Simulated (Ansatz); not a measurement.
`B1N=C[Se]1`, relaxed with RKS PBE0-D4/def2-TZVP in Ansatz from a PBE-D4/def2-SVP geometry. The force threshold is 0.005 eV/Å; the program also tests the step.

Total charge 0; spin multiplicity 1.

Start:

```xyz
6

B     0.771   -0.289   -0.447
N    -0.350   -1.102    0.021
C    -0.728    0.039    0.516
Se    0.787    1.273    0.810
H     1.294   -0.328   -1.538
H    -1.772    0.406    0.637
```

```
step  energy (eV)  largest force (eV/Å)  largest move (Å)
   1  -68574.0724                 1.166             0.000
   2  -68574.1063                 0.363             0.023
   3  -68574.1097                 0.108             0.026
   4  -68574.1115                 0.079             0.008
   5  -68574.1119                 0.055             0.005
   6  -68574.1125                 0.021             0.014
   7  -68574.1125                 0.008             0.003
   8  -68574.1125                 0.003             0.001
```

End:

```xyz
6

B     0.778   -0.286   -0.469
N    -0.363   -1.053   -0.007
C    -0.740    0.055    0.516
Se    0.765    1.263    0.794
H     1.330   -0.359   -1.519
H    -1.770    0.380    0.686
```

It took 17 s on 2 threads of an Intel Xeon 6975P-C on a shared host, with 0.36 GiB of host memory at the peak.
